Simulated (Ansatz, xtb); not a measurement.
**Relative energy of two isomers of C4H7FSi2**

Structure I is `F[SiH]1C=C[SiH2]C=C1`, a singlet and structure II is `C=C[Si@H](F)C#C[SiH3]`, a singlet. Both are isolated molecules in the gas phase, relaxed with PBE-D3(BJ)/def2-SVP; the shapes shown needn't be the lowest conformers.

I (Å):

```xyz
14

C     0.7657    0.4025   -0.3663
C    -0.3503    0.5139    0.3998
C    -0.7894   -2.5379    0.1910
C     0.3276   -2.6430   -0.5746
F     1.5461   -1.1134   -2.6722
Si    1.4431   -1.2110   -1.0290
Si   -1.4361   -0.9305    0.9259
H     2.8525   -1.4457   -0.5623
H     1.3243    1.3260   -0.6193
H    -0.6559    1.5234    0.7413
H    -2.8566   -0.6955    0.4782
H    -1.4694   -1.0286    2.4307
H    -1.3724   -3.4572    0.4007
H     0.6093   -3.6437   -0.9592
```

II (Å):

| atom | x (Å) | y (Å) | z (Å) |
| --- | --- | --- | --- |
| C | -1.7839 | 3.8242 | -1.4599 |
| C | -0.9998 | 2.8350 | -1.9355 |
| C | 0.7136 | 0.6204 | -0.7590 |
| C | 0.7332 | -0.5877 | -0.4924 |
| F | 1.8649 | 2.7389 | -2.1880 |
| Si | 0.6340 | 2.4134 | -1.1497 |
| Si | 0.7701 | -2.3848 | -0.0976 |
| H | -2.7586 | 4.0730 | -1.9142 |
| H | -1.4868 | 4.4331 | -0.5877 |
| H | -1.3434 | 2.2517 | -2.8094 |
| H | 0.8469 | 3.2313 | 0.0868 |
| H | 0.4461 | -3.1749 | -1.3331 |
| H | 2.1370 | -2.7618 | 0.3973 |
| H | -0.2482 | -2.6791 | 0.9668 |

Problem. Which of the two would you expect CCSD(T)/def2-SVP + ΔMP2/def2-TZVPP electronic energies to favour?

Solution. Structure I; the calculation gives E(II) − E(I) = +1.012 eV.

The same difference at several levels:

```json
{"level": "PBE-D3(BJ)/def2-SVP", "geometry": "PBE-D3(BJ)/def2-SVP", "E(II) − E(I) (eV)": "+1.343", "departure from the last row (eV)": "+0.332", "job, with rough time for the two": "optimisation, 43 s"}
{"level": "HF/def2-SVP", "geometry": "PBE-D3(BJ)/def2-SVP", "E(II) − E(I) (eV)": "+0.923", "departure from the last row (eV)": "−0.089", "job, with rough time for the two": "part of the CCSD(T) run"}
{"level": "MP2/def2-SVP", "geometry": "PBE-D3(BJ)/def2-SVP", "E(II) − E(I) (eV)": "+0.933", "departure from the last row (eV)": "−0.079", "job, with rough time for the two": "part of the CCSD(T) run"}
{"level": "CCSD(T)/def2-SVP", "geometry": "PBE-D3(BJ)/def2-SVP", "E(II) − E(I) (eV)": "+1.006", "departure from the last row (eV)": "−0.006", "job, with rough time for the two": "single point"}
{"level": "CCSD(T)/def2-SVP + ΔMP2/def2-TZVPP", "geometry": "PBE-D3(BJ)/def2-SVP", "E(II) − E(I) (eV)": "+1.012", "departure from the last row (eV)": "", "job, with rough time for the two": "single point, 68 s"}
```

As drawn, II has 1 C≡C, 1 Si–H in place of 1 C–Si, 1 C=C, 1 C–H. Structure I has a 6-membered ring, II no ring.

The levels shown agree on the order. The largest departure from CCSD(T)/def2-SVP + ΔMP2/def2-TZVPP is that of PBE-D3(BJ)/def2-SVP, 0.332 eV. A small imaginary or near-zero mode remains, so no thermal terms are given. Levels run at GFN2-xTB geometries aren't shown. The last row adds to CCSD(T) the change of the MP2 difference between the two basis sets, here +0.006 eV.

The correlated steps freeze 15 core orbitals. Codes used: Ansatz 0.2.0, xtb 6.7.1; the last row on 4 threads of Arm Neoverse V1 on a shared host.
